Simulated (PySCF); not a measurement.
CH6ClFSi2 (SMILES F[SiH2]C[SiH2]Cl), singlet, at a GFN2-xTB geometry; PySCF with DF-B3LYP/pcseg-1.

Here is a job for PySCF.
```python
from pyscf import gto, scf, dft

mol = gto.Mole()
mol.atom = '''
    Si    1.610153    0.505971    0.269495
    F     3.077583   -0.124157    0.508075
    C     0.526609   -0.878229   -0.442382
    Si   -1.228879   -0.373182   -0.953026
    Cl   -2.208132    0.343192    0.657849
    H     1.185327    0.946711    1.587552
    H     1.829236    1.580237   -0.688368
    H     1.028550   -1.302853   -1.312435
    H     0.466725   -1.685060    0.290577
    H    -1.194736    0.685162   -1.960161
    H    -1.972591   -1.530726   -1.449559
'''
mol.basis = 'pcseg-1'
mol.charge = 0
mol.spin = 0
mol.verbose = 4
mol.max_memory = 1800
mol.build()

mf = dft.RKS(mol)
mf.xc = 'b3lyp'
mf = mf.density_fit(auxbasis='def2-universal-jkfit')
mf.kernel()
```

It wrote (shortened):

```
PySCF version 2.14.0

[INPUT] verbose = 4
[INPUT] num. atoms = 11
[INPUT] num. electrons = 66
[INPUT] charge = 0
[INPUT] spin (= nelec alpha-beta = 2S) = 0
[INPUT] symmetry False subgroup None
[INPUT] Mole.unit = angstrom
[INPUT] Symbol           X                Y                Z      unit          X                Y                Z       unit  Magmom
[INPUT]  1 Si     1.610153000000   0.505971000000   0.269495000000 AA    3.042748188647   0.956146616972   0.509271741940 Bohr   0.0
[INPUT]  2 F      3.077583000000  -0.124157000000   0.508075000000 AA    5.815788995617  -0.234622726448   0.960122600738 Bohr   0.0
[INPUT]  3 C      0.526609000000  -0.878229000000  -0.442382000000 AA    0.995146784731  -1.659612284651  -0.835980822437 Bohr   0.0
[INPUT]  4 Si    -1.228879000000  -0.373182000000  -0.953026000000 AA   -2.322244750229  -0.705211774617  -1.800958129590 Bohr   0.0
[INPUT]  5 Cl    -2.208132000000   0.343192000000   0.657849000000 AA   -4.172764726888   0.648538888142   1.243154441319 Bohr   0.0
[INPUT]  6 H      1.185327000000   0.946711000000   1.587552000000 AA    2.239943398052   1.789024509113   3.000038488506 Bohr   0.0
[INPUT]  7 H      1.829236000000   1.580237000000  -0.688368000000 AA    3.456755057195   2.986215141904  -1.300826992915 Bohr   0.0
[INPUT]  8 H      1.028550000000  -1.302853000000  -1.312435000000 AA    1.943677805421  -2.462035350568  -2.480142706294 Bohr   0.0
[INPUT]  9 H      0.466725000000  -1.685060000000   0.290577000000 AA    0.881982425488  -3.184301903460   0.549110948098 Bohr   0.0
[INPUT] 10 H     -1.194736000000   0.685162000000  -1.960161000000 AA   -2.257723831158   1.294768530959  -3.704167450054 Bohr   0.0
[INPUT] 11 H     -1.972591000000  -1.530726000000  -1.449559000000 AA   -3.727656745782  -2.892652911751  -2.739269511398 Bohr   0.0

nuclear repulsion = 350.195780834397
number of shells = 27
number of NR pGTOs = 224
number of NR cGTOs = 112
basis = pcseg-1
ecp = {}

******** <class 'pyscf.df.df_jk.DFRKS'> ********
method = DFRKS
initial guess = minao
damping factor = 0
level_shift factor = 0
DIIS = <class 'pyscf.scf.diis.CDIIS'>
diis_start_cycle = 1
diis_space = 8
diis_damp = 0
SCF conv_tol = 1e-09
SCF conv_tol_grad = None
SCF max_cycles = 50
direct_scf = False
XC library pyscf.dft.libxc version 7.1.2
    S. Lehtola, C. Steigemann, M. J. T. Oliveira, and M. A. L. Marques,  SoftwareX 7, 1–5 (2018)
XC functionals = b3lyp
    P. J. Stephens, F. J. Devlin, C. F. Chabalowski, and M. J. Frisch,  J. Phys. Chem. 98, 11623 (1994)
radial grids:
    Treutler-Ahlrichs [JCP 102, 346 (1995); DOI:10.1063/1.469408] (M4) radial grids

becke partition: Becke, JCP 88, 2547 (1988); DOI:10.1063/1.454033
pruning grids: <function nwchem_prune>
grids dens level: 3
symmetrized grids: False
atomic radii adjust function: <function treutler_atomic_radii_adjust>
small_rho_cutoff = 0
Set gradient conv threshold to 3.16228e-05
Initial guess from minao.
tot grids = 144472
******** <class 'pyscf.df.df.DF'> ********
auxbasis = def2-universal-jkfit
init E= -1181.0126673568
  HOMO = -0.339494208853303  LUMO = -0.0397156221344033  gap/eV = 8.15739
cycle= 1 E= -1180.7745383845  delta_E= 0.238  |g|= 0.598  |ddm|= 3.29
  HOMO = -0.267412484929706  LUMO = -0.0119441380650471  gap/eV = 6.95165
cycle= 2 E= -1180.69778419567  delta_E= 0.0768  |g|= 0.902  |ddm|= 1.36
  HOMO = -0.314081240519817  LUMO = -0.0108957724352523  gap/eV = 8.25010
cycle= 3 E= -1180.8476939922  delta_E= -0.15  |g|= 0.084  |ddm|= 0.801
  HOMO = -0.319300372735484  LUMO = -0.00981803975649642  gap/eV = 8.42144
cycle= 4 E= -1180.84896601613  delta_E= -0.00127  |g|= 0.0294  |ddm|= 0.105
  HOMO = -0.31720113431519  LUMO = -0.00952359860839236  gap/eV = 8.37233
cycle= 5 E= -1180.84917131805  delta_E= -0.000205  |g|= 0.0067  |ddm|= 0.0352
  HOMO = -0.317669182074803  LUMO = -0.00985230426624284  gap/eV = 8.37612
cycle= 6 E= -1180.84918394276  delta_E= -1.26e-05  |g|= 0.00184  |ddm|= 0.0106
  HOMO = -0.317686783752742  LUMO = -0.00979483716841756  gap/eV = 8.37817
cycle= 7 E= -1180.8491849757  delta_E= -1.03e-06  |g|= 0.000293  |ddm|= 0.00288
  HOMO = -0.317675805473414  LUMO = -0.00978281384707191  gap/eV = 8.37820
cycle= 8 E= -1180.84918500222  delta_E= -2.65e-08  |g|= 5.69e-05  |ddm|= 0.000505
  HOMO = -0.317671666156183  LUMO = -0.00978317538113016  gap/eV = 8.37807
cycle= 9 E= -1180.84918500324  delta_E= -1.02e-09  |g|= 1e-05  |ddm|= 9.97e-05
  HOMO = -0.317673387233562  LUMO = -0.00978406971718471  gap/eV = 8.37810
cycle= 10 E= -1180.84918500327  delta_E= -2.93e-11  |g|= 2.53e-06  |ddm|= 1.76e-05
  HOMO = -0.317673001127425  LUMO = -0.00978389958854331  gap/eV = 8.37809
Extra cycle  E= -1180.84918500327  delta_E= 6.82e-13  |g|= 2.42e-06  |ddm|= 5.93e-06
converged SCF energy = -1180.84918500327
```
